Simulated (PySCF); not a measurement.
**Atomic charges by several schemes**

Compound: C6H12OSSi.
SMILES with atom numbers: `[CH2:1]=[C:2]1[C@@H:3]([CH2:4][CH3:5])[CH2:6][S:7][Si@H:8]1[OH:9]` (hydrogens: H10, H11 on C1; H12 on C3; H13, H14 on C4; H15, H16, H17 on C5; H18, H19 on C6; H20 on Si8; H21 on O9)

Cartesian coordinates in Å at the GFN2-xTB level; atoms count from 1:
```
atom  x, y, z in Å
C1    -1.6897    0.2349   -1.3316
C2    -0.9884   -0.1793   -0.2867
C3     0.3935   -0.7651   -0.4101
C4     1.4643    0.3049   -0.1445
C5     1.4481    1.4271   -1.1728
C6     0.5251   -1.9087    0.5943
S7    -0.0033   -1.3859    2.2660
Si8   -1.6138   -0.1885    1.4961
O9    -1.7447    1.2364    2.2590
H10   -2.6750    0.6539   -1.2159
H11   -1.3099    0.1812   -2.3412
H12    0.5469   -1.1709   -1.4169
H13    1.3092    0.7200    0.8543
H14    2.4448   -0.1776   -0.1524
H15    2.2175    2.1598   -0.9406
H16    0.4834    1.9298   -1.1814
H17    1.6404    1.0346   -2.1693
H18    1.5548   -2.2497    0.6880
H19   -0.1031   -2.7524    0.3066
H20   -2.9198   -0.7912    1.6886
H21   -0.9893    1.7035    2.6101
```

Density: PBE0/pcSseg-1 (PySCF); schemes: Mulliken, IAO, Hirshfeld and ESP-fitted. Isolated species at its GFN2-xTB geometry (one conformer only).

Task: Which atoms carry the lowest charge in the Mulliken, IAO, Hirshfeld and ESP-fitted schemes?

Result: All schemes agree: Mulliken O9 (-0.537); IAO O9 (-0.781); Hirshfeld O9 (-0.305); ESP-fitted O9 (-0.685).

Task: For which atoms does the sign change between the 4 schemes (beyond +0.03 e in one, beyond −0.03 e in another)?

Result: C4 and H13.

Task: Give the atomic charges in each scheme.

Result: In e:

```json
{"atom": "C1", "environment": "terminal =CH2 carbon", "Mulliken": "-0.050", "IAO": "-0.289", "Hirshfeld": "-0.084", "ESP-fitted": "-0.469"}
{"atom": "C2", "environment": "fully substituted alkene carbon", "Mulliken": "-0.535", "IAO": "-0.288", "Hirshfeld": "-0.088", "ESP-fitted": "-0.040"}
{"atom": "C3", "environment": "allylic carbon", "Mulliken": "-0.278", "IAO": "-0.106", "Hirshfeld": "-0.029", "ESP-fitted": "-0.193"}
{"atom": "C4", "environment": "chain CH2 carbon", "Mulliken": "-0.193", "IAO": "-0.245", "Hirshfeld": "-0.069", "ESP-fitted": "+0.243"}
{"atom": "C5", "environment": "methyl carbon", "Mulliken": "-0.251", "IAO": "-0.419", "Hirshfeld": "-0.122", "ESP-fitted": "-0.369"}
{"atom": "C6", "environment": "sp3 carbon bound to sulfur", "Mulliken": "-0.229", "IAO": "-0.326", "Hirshfeld": "-0.069", "ESP-fitted": "-0.405"}
{"atom": "S7", "environment": "sulfur bonded to C and Si", "Mulliken": "-0.312", "IAO": "-0.233", "Hirshfeld": "-0.113", "ESP-fitted": "-0.330"}
{"atom": "Si8", "environment": "oxygen-bound silicon", "Mulliken": "+0.983", "IAO": "+1.042", "Hirshfeld": "+0.383", "ESP-fitted": "+0.770"}
{"atom": "O9", "environment": "silanol oxygen", "Mulliken": "-0.537", "IAO": "-0.781", "Hirshfeld": "-0.305", "ESP-fitted": "-0.685"}
{"atom": "H10", "environment": "vinylic hydrogen", "Mulliken": "+0.112", "IAO": "+0.148", "Hirshfeld": "+0.048", "ESP-fitted": "+0.191"}
{"atom": "H11", "environment": "vinylic hydrogen", "Mulliken": "+0.107", "IAO": "+0.143", "Hirshfeld": "+0.048", "ESP-fitted": "+0.194"}
{"atom": "H12", "environment": "methine hydrogen", "Mulliken": "+0.117", "IAO": "+0.135", "Hirshfeld": "+0.043", "ESP-fitted": "+0.142"}
{"atom": "H13", "environment": "methylene hydrogen", "Mulliken": "+0.116", "IAO": "+0.130", "Hirshfeld": "+0.023", "ESP-fitted": "-0.032"}
{"atom": "H14", "environment": "methylene hydrogen", "Mulliken": "+0.119", "IAO": "+0.131", "Hirshfeld": "+0.039", "ESP-fitted": "-0.005"}
{"atom": "H15", "environment": "methyl hydrogen", "Mulliken": "+0.117", "IAO": "+0.143", "Hirshfeld": "+0.041", "ESP-fitted": "+0.089"}
{"atom": "H16", "environment": "methyl hydrogen", "Mulliken": "+0.125", "IAO": "+0.141", "Hirshfeld": "+0.031", "ESP-fitted": "+0.101"}
{"atom": "H17", "environment": "methyl hydrogen", "Mulliken": "+0.103", "IAO": "+0.133", "Hirshfeld": "+0.036", "ESP-fitted": "+0.082"}
{"atom": "H18", "environment": "methylene hydrogen", "Mulliken": "+0.154", "IAO": "+0.156", "Hirshfeld": "+0.046", "ESP-fitted": "+0.233"}
{"atom": "H19", "environment": "methylene hydrogen", "Mulliken": "+0.162", "IAO": "+0.151", "Hirshfeld": "+0.039", "ESP-fitted": "+0.170"}
{"atom": "H20", "environment": "Si–H hydrogen", "Mulliken": "-0.080", "IAO": "-0.138", "Hirshfeld": "-0.077", "ESP-fitted": "-0.126"}
{"atom": "H21", "environment": "hydroxyl hydrogen", "Mulliken": "+0.251", "IAO": "+0.371", "Hirshfeld": "+0.179", "ESP-fitted": "+0.439"}
```

Mean size of the charges over all atoms: IAO 0.269 e, ESP-fitted 0.253 e, Mulliken 0.235 e, Hirshfeld 0.091 e. Each set sums to the total charge, 0, to within 0.001 e. The Hirshfeld scheme divides the density at each point in proportion to the densities of the neutral, spherically averaged free atoms.

Task: How closely do the schemes follow one another over all atoms?

Result: Correlation coefficient and root-mean-square difference: IAO with Hirshfeld 0.99, 0.228 e; Mulliken with IAO 0.95, 0.116 e; Mulliken with Hirshfeld 0.93, 0.202 e; IAO with ESP-fitted 0.90, 0.155 e; Hirshfeld with ESP-fitted 0.90, 0.216 e; Mulliken with ESP-fitted 0.81, 0.198 e.

Task: Sum the charges by element, for elements with more than one atom.

Result: 
| element | atoms | Mulliken | IAO | Hirshfeld | ESP-fitted |
| --- | --- | --- | --- | --- | --- |
| C | 6 | -1.536 | -1.673 | -0.460 | -1.232 |
| H | 12 | +1.403 | +1.645 | +0.496 | +1.477 |
